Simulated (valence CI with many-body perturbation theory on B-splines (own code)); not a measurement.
The numbers below are computed, except where a source is named.
## Energy levels of W69+

Method: valence CI with perturbative core correlation (CI+MBPT): three valence electrons over a frozen Dirac-Fock core [He], radial functions for each j: 11 s, 11 p, 9 d, 7 f, 5 g, 2 h, 1 i, with the one-electron correlation potential Σ1 (screened to all orders), the two-electron term Σ2, the three-electron term Σ3, Breit, model QED; selected single and double excitations, second order for the rest (own B-spline code, finite nucleus).

The last digits are not significant, and no measured levels were compared; by estimate large intervals hold to a few tenths of a per cent, small ones and those within an open d or f shell to about a per cent.

Levels 46 to 90 of 103, with energies above the lowest level, (2s^2 2p1/2) J=1/2. "Leading %" is the weight of the configuration and term that name the level; weights of strongly mixed levels are sums over their largest components and can fall short. In the jj column 3d3/2^4 stands for four electrons in 3d with j = 3/2.

```csv
No.,Configuration,Term,J,E (Ry),Leading %,Leading jj,g,Second component
46,2s.2p.3p,4P,3/2,909.68,46,2s 2p3/2 3p1/2 (100 %),1.620,26 % 2s.2p.3p 4S
47,2s.2p.3s,2P°,1/2,909.70,90,2s 2p3/2 3s (100 %),0.825,10 % 2s.2p.3s 4P°
48,2s.2p.3p,2D,5/2,909.80,44,2s 2p3/2 3p1/2 (100 %),1.302,38 % 2s.2p.3p 4D
49,2s.2p.3s,2P°,3/2,910.20,82,2s 2p3/2 3s (99 %),1.374,17 % 2s.2p.3s 4P°
50,2s.2p.3p,2P,1/2,916.26,48,2s 2p3/2 3p1/2 (99 %),1.258,22 % 2s.2p.3p 2S
51,2s.2p.3p,2D,3/2,916.36,61,2s 2p3/2 3p1/2 (99 %),0.965,20 % 2s.2p.3p 2P
52,2p2.3s,4P,3/2,923.74,87,2p1/2 2p3/2 3s (99 %),1.645,11 % 2p2.3s 2P
53,2p2.3s,2P,1/2,924.50,66,2p1/2 2p3/2 3s (98 %),1.290,32 % 2p2.3s 4P
54,2p2.3s,2D,5/2,925.04,64,2p1/2 2p3/2 3s (99 %),1.304,34 % 2p2.3s 4P
55,2p2.3s,2D,3/2,925.68,64,2p1/2 2p3/2 3s (99 %),0.953,33 % 2p2.3s 2P
56,2p2.3p,4P°,1/2,928.60,49,2p1/2 2p3/2 3p1/2 (100 %),1.730,28 % 2p2.3p 4D°
57,2p2.3p,4D°,3/2,929.05,55,2p1/2 2p3/2 3p1/2 (100 %),1.123,23 % 2p2.3p 2D°
58,2p2.3p,2F°,5/2,930.00,50,2p1/2 2p3/2 3p1/2 (100 %),1.039,30 % 2p2.3p 2D°
59,2p2.3p,2P°,3/2,933.48,43,2p1/2 2p3/2 3p1/2 (99 %),1.301,25 % 2p2.3p 2D°
60,2s.2p.3p,4D,7/2,939.79,100,2s 2p3/2 3p3/2 (100 %),1.399,
61,2s.2p.3p,2P,3/2,940.67,54,2s 2p3/2 3p3/2 (99 %),1.476,32 % 2s.2p.3p 4S
62,2s.2p.3p,4P,5/2,942.10,52,2s 2p3/2 3p3/2 (99 %),1.386,43 % 2s.2p.3p 2D
63,2s.2p.3p,2S,1/2,942.48,48,2s 2p3/2 3p3/2 (99 %),1.356,38 % 2s.2p.3p 2P
64,2s.2p.3d,4D°,5/2,945.15,44,2s 2p3/2 3d3/2 (99 %),1.215,22 % 2s.2p.3d 2D°
65,2s.2p.3d,4D°,3/2,945.61,43,2s 2p3/2 3d3/2 (99 %),1.312,40 % 2s.2p.3d 4P°
66,2s.2p.3d,4F°,7/2,945.78,46,2s 2p3/2 3d3/2 (97 %),1.198,40 % 2s.2p.3d 2F°
67,2s.2p.3d,4P°,1/2,945.98,82,2s 2p3/2 3d3/2 (99 %),2.158,15 % 2s.2p.3d 4D°
68,2s.2p.3p,2D,5/2,947.10,72,2s 2p3/2 3p3/2 (99 %),1.252,16 % 2s.2p.3p 4D
69,2s.2p.3p,2P,3/2,948.50,58,2s 2p3/2 3p3/2 (100 %),1.219,29 % 2s.2p.3p 2D
70,2s.2p.3p,2S,1/2,948.81,60,2s 2p3/2 3p3/2 (100 %),1.720,20 % 2s.2p.3p 2P
71,2s.2p.3d,2D°,3/2,951.61,62,2s 2p3/2 3d3/2 (87 %),0.921,18 % 2s.2p.3d 4P°
72,2s.2p.3d,2F°,5/2,952.20,67,2s 2p3/2 3d3/2 (99 %),0.923,17 % 2s.2p.3d 2D°
73,2s.2p.3d,4F°,9/2,952.22,100,2s 2p3/2 3d5/2 (100 %),1.308,
74,2s.2p.3d,2P°,1/2,952.88,70,2s 2p3/2 3d3/2 (97 %),0.599,25 % 2s.2p.3d 4D°
75,2s.2p.3d,2D°,5/2,954.10,40,2s 2p3/2 3d5/2 (99 %),1.304,34 % 2s.2p.3d 4P°
76,2s.2p.3d,4D°,7/2,954.63,49,2s 2p3/2 3d5/2 (97 %),1.264,45 % 2s.2p.3d 2F°
77,2s.2p.3d,2P°,3/2,955.45,44,2s 2p3/2 3d5/2 (86 %),1.142,41 % 2s.2p.3d 2D°
78,2s.2p.3d,2P°,1/2,956.56,84,2s 2p3/2 3d5/2 (95 %),0.776,6 % 2s.2p.3d 4D°
79,2s.2p.3d,2F°,7/2,959.63,63,2s 2p3/2 3d5/2 (89 %),1.179,13 % 2s.2p.3d 4D°
80,2p2.3p,4D°,5/2,960.45,46,2p1/2 2p3/2 3p3/2 (84 %),1.359,27 % 2p2.3p 4P°
81,2p2.3p,2P°,1/2,961.03,37,2p1/2 2p3/2 3p3/2 (98 %),1.553,30 % 2p2.3p 4P°
82,2s.2p.3d,2D°,5/2,961.16,50,2s 2p3/2 3d5/2 (80 %),1.190,14 % 2s.2p.3d 2F°
83,2s.2p.3d,2P°,3/2,961.18,50,2s 2p3/2 3d5/2 (68 %),1.239,13 % 2p2.3p 2D°
84,2p2.3p,2D°,3/2,961.63,24,2p1/2 2p3/2 3p3/2 (66 %),1.141,21 % 2s.2p.3d 2P°
85,2p2.3p,2F°,7/2,962.12,57,2p1/2 2p3/2 3p3/2 (88 %),1.206,31 % 2p2.3p 4D°
86,2p2.3p,4S°,3/2,963.25,33,2p1/2 2p3/2 3p3/2 (100 %),1.411,29 % 2p2.3p 2P°
87,2p2.3p,2D°,5/2,964.14,63,2p1/2 2p3/2 3p3/2 (95 %),1.165,15 % 2p2.3p 2F°
88,2p2.3d,4F,3/2,964.96,43,2p1/2 2p3/2 3d3/2 (100 %),0.918,26 % 2p2.3d 2P
89,2p2.3d,4F,5/2,965.02,53,2p1/2 2p3/2 3d3/2 (100 %),0.952,39 % 2p2.3d 2F
90,2p2.3d,4D,1/2,965.44,79,2p1/2 2p3/2 3d3/2 (100 %),0.247,15 % 2p2.3d 2P
```
